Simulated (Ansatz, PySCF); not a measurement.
Dimer: HCl (SMILES Cl) (first 2 atoms) with ClH3Si (SMILES [SiH3]Cl); geometry from B3LYP-D3(BJ)/def2-TZVP, rigid monomers moved along the line of their centres of mass till H2···Cl4 is 3.45 Å.
(charge 0, multiplicity 1):
```xyz
7

Cl    -0.314    -0.418     0.969
H      0.590    -0.101     1.832
Si    -0.318     0.590     5.730
Cl     1.632     0.726     5.015
H     -0.791    -0.786     5.497
H     -1.139     1.570     4.997
H     -0.278     0.902     7.171
```

Quantity: the interaction energy.

Counterpoise-corrected where a basis set is named; no monomer relaxation.

Frozen-core correlation. CBS(a, b) extrapolates the correlation energy as X⁻³ and adds the Hartree–Fock energy of set b.

Run with Ansatz (an electronic-structure program) with Gaussian orbitals; PySCF for the dispersion terms. Values without a source in brackets are computed.

Costs are ratios of core time to PBE/def2-TZVPPD (roughly 8 s), for whole runs (searches for the state included, and forces where a run took them) on one shared machine, so rough; each difference counts from -1.23 kcal/mol (MP2/CBS(aug-cc-pV(D+d)Z, aug-cc-pV(T+d)Z) + ΔCCSD(T)/aug-cc-pV(D+d)Z, a level with limits of its own).

```json
[
 {"level": "PBE/def2-TZVPPD", "basis functions": "218", "cost": "×1"},
 {"level": "PBE-D3(BJ)/def2-TZVPPD", "basis functions": "218", "cost": "×1"},
 {"level": "PBE0/def2-TZVPPD", "basis functions": "218", "cost": "×1"},
 {"level": "PBE0-D3(BJ)/def2-TZVPPD", "basis functions": "218", "cost": "×1"},
 {"level": "B3LYP/def2-TZVPPD", "basis functions": "218", "cost": "×1"},
 {"level": "B3LYP-D3(BJ)/def2-TZVPPD", "basis functions": "218", "cost": "×1"},
 {"level": "r2SCAN/def2-TZVPPD", "basis functions": "218", "cost": "×2"},
 {"level": "r2SCAN-D3(BJ)/def2-TZVPPD", "basis functions": "218", "cost": "×2"},
 {"level": "MP2/aug-cc-pV(T+d)Z", "basis functions": "257", "cost": "×3"},
 {"level": "wB97X-V/def2-TZVPPD", "basis functions": "218", "cost": "×3"},
 {"level": "wB97M-V/def2-TZVPPD", "basis functions": "218", "cost": "×4"},
 {"level": "CCSD(T)/aug-cc-pV(D+d)Z", "basis functions": "132", "cost": "×5"}
]
```

Each difference (kcal/mol): PBE/def2-TZVPPD 0.28; PBE-D3(BJ)/def2-TZVPPD -0.24; PBE0/def2-TZVPPD 0.33; PBE0-D3(BJ)/def2-TZVPPD -0.22; B3LYP/def2-TZVPPD 0.68; B3LYP-D3(BJ)/def2-TZVPPD -0.12; r2SCAN/def2-TZVPPD 0.23; r2SCAN-D3(BJ)/def2-TZVPPD -0.06; MP2/aug-cc-pV(T+d)Z -0.06; wB97X-V/def2-TZVPPD -0.02; wB97M-V/def2-TZVPPD 0.03; CCSD(T)/aug-cc-pV(D+d)Z 0.06.
